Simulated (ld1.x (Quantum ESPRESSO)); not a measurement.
## Configuration tests for Pt (Z = 78) (TM)

| Property | Result |
| --- | --- |
| Element | Pt |
| Generator | ld1.x (Quantum ESPRESSO) 7.5 |
| Type | norm-conserving Troullier–Martins (Kleinman–Bylander form) |
| Functional | PBE |
| Relativity | scalar-relativistic |
| Frozen core | [Xe] 4f14 |
| Valence charge | 10 |
| Reference configuration | 5d9 6s0 6p0 (charge +1) |
| Partial waves | 6p (bound, empty): rc 3.00 bohr; 5d (bound): rc 1.45 bohr; 5f channel at 0.35 Ry: rc 2.75 bohr; 6s (bound, empty): rc 1.80 bohr |
| Local potential | the s channel |
| Core correction | a·sin(br)/r model core inside 1.10 bohr |

Energies are relative to the spin-unpolarised reference configuration 5d9 6s0 6p0; without spin polarisation the order of configurations can differ from experiment. The frozen-core shift is the all-electron ΔE with the core orbitals held at their reference shape minus the fully relaxed ΔE.

```csv
valence configuration,charge,ΔE all-electron (eV),error AE − PS (meV),frozen-core shift (meV)
5d9 6s1 6p0,0,-9.194,-3.7,-1.8
5d8 6s0 6p0,+2,19.966,-70,+37
5d7 6s0 6p0,+3,52.182,-372,+225
5d10 6s0 6p0,0,-9.212,-27,+13
5d8 6s1 6p0,+1,1.973,-56,+23
5d8 6s2 6p0,0,-8.189,-78,+23
```

**Question.** What are ΔE and the potential's error for 5d9 6s0.5 6p0?

**Answer.** ΔE = -5.500 eV all-electron; the error (AE − PS) is -0.1 meV.

Levels in the configuration 5d8 6s1 6p0:

```csv
level,all-electron (eV),pseudo (eV)
5d,-16.500,-16.602
6s,-13.966,-13.951
```

A variational frozen-core shift is positive and of second order in the change. This column holds negative values, so the frozen-core run of ld1.x carries numerical noise or an error of first order here, and the column gives no more than the rough size of the effect.
